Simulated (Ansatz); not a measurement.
Reaction (redistribution): `F[Si](F)(O[SiH3])O[SiH3]` + `[Cl][GaH2]` → `F[Si](Cl)(O[SiH3])O[SiH3]` + `[F][GaH2]`

Program: Ansatz. Geometries: PBE0-D4/def2-TZVP. ΔE: electronic, gas phase. CCSD(T)/CBS adds triple-zeta CCSD(T) − MP2 to the extrapolated MP2 energy (def2 sets, frozen cores). Functionals use def2-TZVPP. B3LYP here is the variant with VWN-RPA as its local correlation; programs differ in this. For Ga outer-core shells are correlated without core-valence functions, which leaves a few kJ/mol of doubt a bond. Scalar relativity is left out up to krypton. Each species was taken in one conformer, which may not be the lowest.

`F[Si](F)(O[SiH3])O[SiH3]`:

Cartesian coordinates in Å:
```
F 0.743 1.280 -2.310
Si -0.266 0.541 -1.353
F -1.656 0.500 -2.092
O 0.216 -0.962 -1.106
Si 1.169 -2.053 -0.333
O -0.387 1.386 -0.002
Si -0.924 1.567 1.538
H 0.415 -3.322 -0.221
H 2.410 -2.261 -1.116
H 1.509 -1.543 1.020
H 0.037 2.432 2.260
H -1.001 0.237 2.195
H -2.266 2.196 1.520
```

`[Cl][GaH2]`:

Cartesian coordinates in Å:
```
Cl 0.394 1.793 -0.636
Ga -0.042 -0.190 0.068
H -0.479 -1.201 -1.032
H 0.127 -0.401 1.600
```

`F[Si](Cl)(O[SiH3])O[SiH3]`:

```xyz
13

F    -1.897   -1.619   -0.201
Si   -0.737   -0.647    0.246
Cl   -1.007   -0.244    2.219
O     0.656   -1.389    0.007
Si    2.226   -1.654    0.414
O    -0.820    0.702   -0.611
Si   -1.480    2.189   -0.855
H     2.347   -1.763    1.888
H     2.651   -2.918   -0.232
H     3.056   -0.527   -0.077
H    -0.580    2.930   -1.769
H    -2.821    2.039   -1.469
H    -1.594    2.901    0.441
```

`[F][GaH2]`:

```xyz
4

F    -0.518   -1.478    0.463
Ga    0.040    0.114   -0.036
H    -0.667    0.656   -1.311
H     1.144    0.709    0.884
```

(1) Is it downhill or uphill in electronic energy at CCSD(T)/CBS, and by how much? (An estimate is asked.)

(2) What do these levels give: PBE0-D4, r2SCAN, PBE0, B3LYP, MP2/def2-TZVPP, HF/CBS(def2)? (Estimate.)

Largest T1 diagnostic among the species: 0.014.

Answers

(1) Ansatz gave: Uphill: ΔE = +0.89 eV.

(2) The calculation gave: PBE0-D4 0.83, r2SCAN 0.84, PBE0 0.85, B3LYP 0.87, MP2/def2-TZVPP 0.84, HF/CBS(def2) 1.06 eV.

From PBE to PBE0 (25 % exact exchange), in def2-TZVPP and without D4, ΔE moves by +0.09 eV. In def2-TZVPP, CCSD(T) changes the Hartree–Fock value by −0.18 eV (the triples alone add −0.04 eV) and MP2 by −0.22 eV.
